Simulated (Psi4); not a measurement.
## How methods differ on SnH4O3 (SMILES [OH][SnH]([OH])[OH])

SnH4O3 has 8 atoms, charge 0, and is taken as a singlet. As SMILES, `[OH][SnH]([OH])[OH]`. The shape was relaxed beforehand at PBE0/def2-TZVP. This is one conformer, not always the lowest.

```xyz
8

O    -1.1705    0.9846   -0.9782
Sn    0.0256    0.2362    0.3728
O     1.7763    0.0089   -0.4617
O    -0.6267   -1.5637    0.7614
H    -0.7582    1.0212   -1.8455
H     0.1001    1.2159    1.7484
H     1.9721   -0.9168   -0.6306
H    -1.4062   -1.7827    0.2435
```

Quantity: the dipole moment, in D. The values are calculated.

```json
{"level": "PBE-D4/def2-TZVPP (density fitting, core potential)", "kind": "GGA", "program": "Psi4", "value (D)": "0.66", "CPU time": "37 s"}
{"level": "r2SCAN-D4/def2-TZVPP (density fitting, core potential)", "kind": "meta-GGA", "program": "Psi4", "value (D)": "0.64", "CPU time": "81 s"}
{"level": "B3LYP-D4/def2-TZVPP (density fitting, core potential)", "kind": "global hybrid", "program": "Psi4", "value (D)": "0.62", "CPU time": "31 s"}
{"level": "PBE0-D4/def2-TZVPP (density fitting, core potential)", "kind": "global hybrid", "program": "Psi4", "value (D)": "0.61", "CPU time": "31 s"}
{"level": "wB97M-V/def2-TZVPP (density fitting, core potential)", "kind": "range-separated hybrid", "program": "Psi4", "value (D)": "0.59", "CPU time": "90 s"}
```

The values span 0.59 to 0.66 D. Magnitudes only. Times are those of the runs behind each value, whatever else they computed, on shared processors of several kinds: orders of magnitude only.
